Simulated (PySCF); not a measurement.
IF₂⁻: bending curve

All numbers come from PySCF, PBE0, basis I def2-TZVPD with ECP28, F def2-TZVPD (scalar-relativistic core potentials, no spin–orbit coupling, density fitting).

Rigid scan from the singlet minimum (I–F 2.082 Å (×2); F–I–F 180.0°). Coordinate: the F–I–F angle, bonds fixed. Energies in kJ/mol from the minimum.

| bond angle (°) | E (kJ/mol) | dipole size (D, about the centre of mass) |
| --- | --- | --- |
| 80 | 461.5 | 2.36 |
| 90 | 398.5 | 2.51 |
| 100 | 333.3 | 2.62 |
| 110 | 267.5 | 2.62 |
| 120 | 204.2 | 2.50 |
| 130 | 146.1 | 2.26 |
| 140 | 95.5 | 1.93 |
| 150 | 54.6 | 1.51 |
| 160 | 24.5 | 1.04 |
| 170 | 6.2 | 0.53 |
| 180 | 0.0 | 0.00 |

Other isomers or separated fragments may lie lower.
